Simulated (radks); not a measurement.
Q: All-electron atom: Ca II in [Ne] 3s2 3p5 4s2 (not the ground configuration). Calculated with a radial shooting solver on a logarithmic mesh with Libxc functionals: scalar-relativistic Kohn-Sham, PBEsol, spin-polarised, spherical densities, finite nucleus; open shells are filled with parallel spins first; Fermi nuclear charge, rms radius 3.4776 fm. Some entries of the table are withheld. Estimate them.

orbital,occ.,eigenvalue (hartree),<r> (bohr),<1/r> (bohr^-1)
1s up,1,-145.5926,0.07691,19.72
1s down,1,-145.5810,0.07691,19.72
2s up,1,-15.82815,0.3645,4.044
2s down,1,-15.81787,0.3645,4.044
2p up,3,-12.92004,0.3277,(1)
2p down,3,-12.90571,0.3277,(2)
3s up,1,(3),1.130,1.239
3s down,1,(4),1.133,1.236
3p up,3,-1.55194,(5),1.121
3p down,2,-1.50388,(6),1.115
4s up,1,-0.40250,3.265,0.4017
4s down,1,-0.39757,3.298,0.3967

A: 
(1) 2p up <1/r> (bohr^-1): 3.950
(2) 2p down <1/r> (bohr^-1): 3.950
(3) 3s up eigenvalue (hartree): -2.26849
(4) 3s down eigenvalue (hartree): -2.21770
(5) 3p up <r> (bohr): 1.219
(6) 3p down <r> (bohr): 1.227
